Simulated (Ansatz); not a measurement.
Calculated with Ansatz (gas phase, PBE0-D4/def2-TZVP geometries, no zero-point term in ΔE). CCSD(T)/CBS is the MP2 limit (def2-TZVPP, def2-QZVPP) plus CCSD(T) − MP2 in def2-TZVPP, frozen cores. This one scheme is used for every species. DFT in def2-TZVPP. Triplets are unrestricted, without spin–orbit coupling. One conformer a species, not always the lowest.

Reaction (formal loss of a carbene): `COB(N)F` → `[CH2]` (triplet) + `NB(O)F`

```tsv
level	ΔE (kcal/mol)
PBE-D4	94.5
PBE0	91.1
SCS-MP2/def2-TZVPP	93.4
CCSD/CBS(def2)	89.9
```

**Question.** What does CCSD(T)/CBS give? (Estimate.)

**Answer.** The calculation gave: +92.4 kcal/mol. The listed levels differ from it by 2.1, -1.3, 1.0, -2.5 kcal/mol.

Largest T1 diagnostic among the species: 0.011.

From PBE to PBE0 (25 % exact exchange), in def2-TZVPP and without D4, ΔE moves by −2.2 kcal/mol. The D4 term adds +1.9 kcal/mol with B3LYP and +1.0 kcal/mol with PBE0; it sums over pairs of atoms, weighted by their polarisabilities, and B3LYP, whose exchange is more repulsive, gets the larger term. In def2-TZVPP, CCSD(T) changes the Hartree–Fock value by +30.0 kcal/mol (the triples alone add +2.4 kcal/mol) and MP2 by +31.8 kcal/mol.

B3LYP here is the variant with VWN-RPA as its local correlation; programs differ in this.
